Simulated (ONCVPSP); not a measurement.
# W, ONCV: configuration errors across variants

W (Z = 74), optimised norm-conserving Vanderbilt (ONCV), made with ONCVPSP 4.0.1 (PBEsol, scalar-relativistic). Core [Kr] 4d10 4f14, reference 5s2 5p6 5d4 6s1 (charge +1). Waves: 5s+6s: rc 1.75 bohr, ncon 4, nbas 7, qcut 8.5 1/bohr, 2 projectors; 5p: rc 1.75 bohr, ncon 3, nbas 6, qcut 7.9 1/bohr, 2 projectors, debl 3.3 Ha; 5d: rc 2.10 bohr, ncon 4, nbas 9, qcut 7.4 1/bohr, 2 projectors, debl 0.8 Ha. Local part: polynomial inside 1.70 bohr (lpopt 5, dvloc0 -1 Ha). Core correction: Teter function, fcfact 1.5, rcfact 1.1.

All-electron excitation energies from the reference (eV): (1) 5s2 5p6 5d4 6s2 -8.925; (2) 5s2 5p6 5d4 6s0 15.696; (3) 5s2 5p6 5d3 6s0 41.100; (4) 5s2 5p6 5d5 6s1 -7.382.

Errors AE − PS in meV (a dash: test not solved or not reliable):

```csv
change,(1),(2),(3),(4),bound ghosts,GHOST(+) flags above zero
base,+3.0,-3.6,-10,-2.3,none,s
"d: rc 1.48; local potential polynomial inside 1.48 bohr (lpopt 5, dvloc0 -1 Ha)",+3.0,-3.6,-9.8,-2.5,none,s
"d: rc 1.62; local potential polynomial inside 1.62 bohr (lpopt 5, dvloc0 -1 Ha)",+3.0,-3.6,-10,-2.4,none,s
d: rc 1.88,+3.0,-3.6,-10,-2.3,none,s
d: rc 2,+3.0,-3.6,-10,-2.3,none,s
d: rc 2.2,+3.0,-3.6,-10,-2.3,none,s
d: rc 2.46,+3.1,-3.5,-9.7,-2.1,none,s
d: rc 2.64,+3.2,-3.5,-8.6,-1.7,none,s
d: rc 2.9,+3.7,-3.3,-2.9,+0.4,none,s
```

Give the same row for: d: rc 3.

+4.0, -3.5, +2.7, +2.5; bound ghosts: none; GHOST(+) flags above zero: s.
